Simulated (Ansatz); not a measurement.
A structure drawn as `[O]B(Cl)Cl`, with this starting geometry:

```xyz
4

O     1.192    0.236    1.010
B     0.052    0.030    0.068
Cl   -1.188    1.384   -0.244
Cl   -0.057   -1.650   -0.834
```

The species carries charge 0 and has multiplicity 2.

(1) Does it keep its bonds when Ansatz relaxes it at PBE-D4/def2-SVP and then PBE0-D4/def2-TZVP?

(2) Give the relaxed structure. (Estimate.)

Atoms count as bonded under 1.1 times the sum of their covalent radii (H–H under 0.85 Å, pairs among N, O and F under 1.55 Å), and a drawn bond as lost past 1.3 times.

## Answers

(1) Yes, every drawn bond is still there and no new one forms.

(2) Computed: 
Z-matrix (Å, degrees):
```
B
O 1 1.328
Cl 1 1.744 2 117.7
Cl 1 1.744 2 117.7 3 180.0
```
All modes are real.
